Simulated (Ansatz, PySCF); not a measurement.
Molecule: sum formula HSiO$_{2}$, net charge 1, singlet state. It need not be the lowest isomer of its formula. 
Coordinates optimised at B3LYP-D3(BJ)/def2-TZVP (Ansatz, an electronic-structure program):
```
Si
O 1 1.4940
O 1 1.5373 2 174.81
H 3 0.9721 1 141.10 2 -180.00
```
Charge +1, spin multiplicity 1.

Total electronic energies in hartree. Correlated levels leave the core frozen unless marked. Spin-orbit coupling is left out. Non-relativistic. CBS marks a two-point X^-3 extrapolation of the correlation energy; Hartree-Fock from the larger set. The bracket is a focal-point correction in the basis named.

| level | program | energy (Eh) |
|---|---|---|
| HF/6-31G* | Ansatz | -438.89388 |
| HF/cc-pV(Q+d)Z | Ansatz | -439.02270 |
| SVWN5/def2-TZVPD | PySCF | (withheld) |
| M06-L/def2-TZVPD | PySCF | -440.26751 |
| PW6B95-D4/def2-TZVPD | PySCF + dftd4 | (withheld) |
| CAM-B3LYP-D4/def2-TZVPD | Ansatz + dftd4 | -440.25488 |
| B2PLYP/def2-TZVPD | Ansatz | -440.09415 |
| MP2/cc-pV(T+d)Z | Ansatz | -439.58450 |
| RI-MP2/cc-pV(Q+d)Z | Ansatz | -439.64205 |
| SCS-MP2/STO-3G | Ansatz | -433.74055 |
| CCSD(T)/6-31G | Ansatz | -439.08548 |
| CCSD(T)/aug-cc-pV(T+d)Z | Ansatz | -439.61726 |
| RI-MP2/CBS(aug-cc-pV(T+d)Z,aug-cc-pV(Q+d)Z)+[CCSD(T)-MP2]/aug-cc-pV(T+d)Z | Ansatz | -439.6962 |
| RI-MP2/CBS(cc-pV(T+d)Z,cc-pV(Q+d)Z)+[CCSD(T)-MP2]/cc-pV(Q+d)Z | Ansatz | -439.6912 |
| CCSD(T)/CBS(cc-pV(T+d)Z,cc-pV(Q+d)Z) | Ansatz | -439.6897 |

Task: Fill in the missing entries.

Result: 
- SVWN5/def2-TZVPD, energy (Eh): -438.08798
- PW6B95-D4/def2-TZVPD, energy (Eh): -440.71804
